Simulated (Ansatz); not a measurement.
The cluster Mg2S3 (the lowest singlet isomer of a short search). Charge 0, multiplicity 1. Geometry PBE0-D4/def2-SVP, basis def2-TZVP, Ansatz.

```csv
atom,x (Å),y (Å),z (Å)
Mg1,-1.2985,0.3839,-0.2260
Mg2,1.2803,-0.2451,-0.4306
S3,-0.2339,-1.3539,1.2153
S4,-0.0614,0.4648,-2.2030
S5,0.3136,0.7503,1.6443
```

```csv
run,HOMO (eV),LUMO (eV)
A,-5.02,-3.00
B,-7.93,-1.40
C,-6.82,-2.20
D,-5.42,-2.80
E,-4.86,-3.39
F,-5.90,-2.72
```

The structure comes from a short search, and lower isomers may exist.

Problem. The runs used BHLYP, PBE, PBE0, r2SCAN, r2SCANh, ωB97M-V. Estimate which is which.

Solution. A r2SCAN (0 % exact exchange); B ωB97M-V (range-separated); C BHLYP (50 % exact exchange); D r2SCANh (10 % exact exchange); E PBE (0 % exact exchange); F PBE0 (25 % exact exchange). Exact exchange lowers occupied and raises empty levels; among semilocal functionals meta-GGAs tend to open the gap a little, and such runs are hard to tell apart. The gap grows from 1.47 eV (PBE) to 6.53 eV (ωB97M-V).
